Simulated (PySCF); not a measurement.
Computed shifts of a molecule C₂H₁₀Si₂, PBE/pcSseg-1 (PySCF), GIAO, gas phase, equivalent atoms averaged, in ppm (number of nuclei): ²⁹Si: -63.4 (2). ¹³C: 9.8 (2). ¹H: 4.22 (6), 1.04 (4). References: ²⁹Si against TMS (σ = 335.4 ppm); ¹³C against TMS (σ = 182.0 ppm); ¹H against TMS (σ = 31.49 ppm), references at their B3LYP-D3(BJ)/def2-TZVP geometries, non-relativistic. Coordinates come from a B3LYP-D3(BJ)/def2-SVP optimisation. One conformer was computed; it need not be the lowest.

**Question.** Which molecule gave these data?
A) [SiH3]CC[SiH3]
B) CC[SiH2][SiH3]
C) C[SiH](C)[SiH3]
D) CC([SiH3])[SiH3]

**Answer.** A, [SiH3]CC[SiH3]
